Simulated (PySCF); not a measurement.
Does the answer move with the share of exact exchange?

Species: C2H6N2OSi.
Bonds: C1–C2 (triple), C2–Si3, Si3–N4, Si3–N5, Si3–O6. Hydrogens: H7 on C1; H8, H9 on N4; H10, H11 on N5; H12 on O6.

Torsions of this conformer, `[CH:1]#[C:2][Si:3]([NH2:4])([NH2:5])[OH:6]`: H–N4–Si3–C2 81°, H–N4–Si3–C2 -72°, H–N5–Si3–C2 -28°, H–N5–Si3–C2 -178°, H–O6–Si3–C2 26°.

PySCF, pcSseg-1 basis, density fitting, gas phase, PBE0-D3(BJ)/def2-SVP geometry. One functional is left out:

| functional | exact exchange (%) | HOMO energy (eV) | LUMO energy (eV) | dipole moment (D) |
| --- | --- | --- | --- | --- |
| B97-D | 0 | -5.94 | -0.50 | 1.060 |
| BLYP | 0 | -5.78 | -0.44 | 1.026 |
| BP86 | 0 | -6.06 | -0.70 | 1.044 |
| LDA | 0 | -6.08 | -0.85 | 1.097 |
| OPBE | 0 | -5.93 | -0.48 | 1.020 |
| PBE | 0 | -5.93 | -0.60 | 1.033 |
| B97-2 | 21 | -7.13 | 0.29 | 1.200 |
| PBE0 | 25 | -7.40 | 0.32 | 1.215 |
| mPW1PW91 | 25 | -7.44 | 0.31 | 1.226 |
| BHandHLYP | 50 | -8.70 | 1.39 | 1.348 |

Question: Predict the row of B3LYP (20 % exact exchange) by straight lines through the other rows, and check it.

Answer: 
```tsv
property	line	computed	computed − line	B97-2 (21 %), for comparison
HOMO energy (eV)	-7.08	-7.12	-0.04	-7.13
LUMO energy (eV)	0.18	0.13	-0.05	0.29
dipole moment (D)	1.177	1.176	-0.001	1.200
```

Question: Which of these properties follows the share of exact exchange most closely, and which least?

Answer: Most closely the HOMO energy, least the dipole moment; the correlations over the tabulated rows are HOMO energy -0.996, LUMO energy 0.984, dipole moment 0.977. The HOMO energy moves by -0.559 eV for every 10 %. Functionals with the same share still differ in their other parts: at 0 % BLYP and LDA differ by 0.30 eV in it.
